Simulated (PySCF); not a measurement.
# Ionising KHg

BP86; basis K def2-SVP, Hg def2-SVP with ECP60; scalar-relativistic core potentials; PySCF 2.14. Neutral (UKS): doublet (σ ↑), Re = 3.998 Å, ωe = 37.3 cm⁻¹, De = 0.06 eV, HOMO -2.66 eV, LUMO -2.10 eV.

KHg⁺ (UKS): singlet (closed shell), Re = 3.640 Å, ωe = 55.7 cm⁻¹, De = 0.15 eV to K⁺ + Hg. The energies at the minima are -753.54619 hartree for KHg and -753.38557 for KHg⁺.

(1) Work out the adiabatic ionisation energy, without and with harmonic zero-point energies (1 hartree = 27.2114 eV, 1 eV = 8065.5 cm⁻¹), and the change of the bond length.

Closed-shell solutions of metal pairs were not tested for spin polarisation, which can lower them a little. Weak bonds: KHg, KHg⁺. Basis-set superposition, not corrected here, can be much of De in a small basis, most of all at correlated wavefunction levels. Spin–orbit coupling is left out. For an ion De counts to the pair picked by the measured ionisation energies or electron affinities, which need not be the lowest pair at this level. States were picked by a PBE0 search and need not be the measured ground states.

## Answers

(1) At BP86: 0.16062 hartree = 4.371 eV between the minima; the zero-point term (55.7 − 37.3)/2 cm⁻¹ = +0.001 eV makes it 4.372 eV. Re changes by -35.8 pm against the neutral. The electron leaves a σ orbital, and the shorter bond of the ion fits an antibonding orbital, or a change in how ionic the bond is.
